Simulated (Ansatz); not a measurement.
The cluster Cu₄⁻. The state is a doublet with charge -1. Geometry r2SCAN-D4/def2-SVPD, basis def2-TZVPD, Ansatz.

```
atom   x (Å)   y (Å)   z (Å)
 Cu1  -1.302  -1.449   0.381
 Cu2   1.302   1.449  -0.381
 Cu3   0.285  -0.523  -1.014
 Cu4  -0.284   0.523   1.015
```

| run | HOMO (eV) | LUMO (eV) |
| --- | --- | --- |
| A | 0.45 | 0.98 |
| B | 0.23 | 1.23 |
| C | 0.02 | 1.79 |
| D | 0.51 | 1.09 |

The structure comes from a short search, and lower isomers may exist.

HOMO and LUMO are taken over both spins.

Task: The runs used PBE, PBE0, r2SCAN, revPBE. Estimate which is which.

Result: A PBE (0 % exact exchange); B r2SCAN (0 % exact exchange); C PBE0 (25 % exact exchange); D revPBE (0 % exact exchange). Exact exchange lowers occupied and raises empty levels; among semilocal functionals meta-GGAs tend to open the gap a little, and such runs are hard to tell apart. The gap grows from 0.53 eV (PBE) to 1.77 eV (PBE0). At PBE-D4/def2-TZVPD, r2SCAN-D4/def2-TZVPD, PBE0-D4/def2-TZVPD, revPBE-D4/def2-TZVPD the highest occupied level of the charge -1 doublet lies above zero (up to 0.51 eV). By energy differences its removal costs 1.34 eV (vertical, to the charge 0 singlet, at PBE0-D4/def2-TZVPD).
